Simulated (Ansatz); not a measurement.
Geometry optimisation, Ansatz, RKS PBE-D4/6-31G.

Input:

```yaml
crystal:
  periodic: [false, false, false]
  atoms:
    - { symbol: Al, position_ang: [0.0, 0.0, 0.0] }
    - { symbol: O, position_ang: [0.0, 0.0, 1.78] }
    - { symbol: Si, position_ang: [-1.3147, -0.4067, 2.7436] }
    - { symbol: H, position_ang: [-2.239, -1.2403, 1.9804] }
    - { symbol: H, position_ang: [-0.8506, -1.1432, 3.9157] }
    - { symbol: H, position_ang: [-1.9987, 0.8095, 3.1733] }
    - { symbol: Cl, position_ang: [1.9312, 0.0, -1.115] }
    - { symbol: O, position_ang: [-1.5415, 0.0, -0.89] }
    - { symbol: Si, position_ang: [-2.6907, -1.2238, -0.8267] }
    - { symbol: H, position_ang: [-2.2881, -2.2198, 0.162] }
    - { symbol: H, position_ang: [-3.9833, -0.6595, -0.4496] }
    - { symbol: H, position_ang: [-2.8007, -1.8572, -2.1376] }
basis:
  gaussian: { orbitals: "6-31G" }
hamiltonian:
  xc: pbe
  dispersion: d4
relax:
  f_tol: 0.02
  max_steps: 40
output:
  orbitals: {}
```

Command:

```bash
$ ansatz run input.yaml --threads 2 --pin off --max-ram 3072MiB --backend cpu --events-out ev --progress --plain --runs-dir out
```

**Question.** Where does it end, and by what steps?

**Answer.** The run converged. Limits of this set-up: no polarisation functions. After 19 steps the energy has fallen by 0.934 eV; H4 moved furthest, 2.20 Å.

```csv
step,energy less start (eV),largest force component (eV/Å),accepted
0,0.0000,2.439,yes
1,-0.4647,1.199,yes
2,-0.6221,0.389,yes
3,-0.6854,0.486,yes
4,-0.7617,0.273,yes
5,-0.8190,0.157,yes
6,-0.8438,0.224,yes
7,-0.8558,0.389,yes
8,-0.8903,0.031,yes
9,-0.9011,0.354,yes
10,-0.9125,0.294,yes
11,-0.9174,0.218,yes
12,-0.9226,0.123,yes
13,-0.9265,0.127,yes
14,-0.9298,0.110,yes
15,-0.9317,0.100,yes
16,-0.9333,0.057,yes
17,-0.9339,0.041,yes
18,-0.9340,0.026,yes
19,-0.9340,0.015,yes
```

```xyz
12
Properties=species:S:1:pos:R:3
Al -0.556 -0.305 0.259
O -0.726 -0.199 1.945
Si -0.852 -0.057 3.645
H -2.090 -0.786 4.127
H 0.371 -0.668 4.300
H -0.954 1.405 4.027
Cl 1.322 0.411 -0.618
O -1.731 -0.928 -0.798
Si -2.882 -1.562 -1.894
H -3.260 -2.968 -1.474
H -4.119 -0.687 -1.889
H -2.299 -1.598 -3.293
```

Whether the end is a true minimum wasn't checked by a vibrational analysis.

Time of the run: 36 s on 2 threads of Intel(R) Xeon(R) 6975P-C (Granite Rapids), with other jobs on the host, peak memory 0.18 GiB.
